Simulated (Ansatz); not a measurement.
Consider the substitution at a C–C bond: `COC(=O)CC#N` + `OC(F)[SiH3]` → `N#COC(F)[SiH3]` + `COC(C)=O`.

Computed with Ansatz on PBE0-D4/def2-TZVP structures; ΔE is electronic, products minus reactants. CCSD(T)/CBS adds triple-zeta CCSD(T) − MP2 to the extrapolated MP2 energy (def2 sets, frozen cores). DFT in def2-TZVPP. B3LYP here is the variant with VWN-RPA as its local correlation; programs differ in this. Each species was taken in one conformer, which may not be the lowest.

| level | ΔE (kcal/mol) |
| --- | --- |
| PBE0-D4 | 15.0 |
| B3LYP-D4 | 14.6 |
| ωB97X-V | 15.0 |
| PBE0 | 14.8 |
| MP2/def2-TZVPP | 17.0 |
| SCS-MP2/def2-TZVPP | 16.4 |
| CCSD(T)/def2-TZVPP | 15.9 |
| MP2/def2-QZVPP | 17.5 |

**Question.** What does CCSD(T)/CBS give? (Estimate.)

**Answer.** The calculation gave: +16.7 kcal/mol. The listed levels differ from it by -1.7, -2.1, -1.7, -1.9, 0.3, -0.3, -0.8, 0.8 kcal/mol.

Largest T1 diagnostic among the species: 0.015.

From PBE to PBE0 (25 % exact exchange), in def2-TZVPP and without D4, ΔE moves by +0.8 kcal/mol. In def2-TZVPP, CCSD(T) changes the Hartree–Fock value by +1.4 kcal/mol (the triples alone add −0.2 kcal/mol) and MP2 by +2.5 kcal/mol.
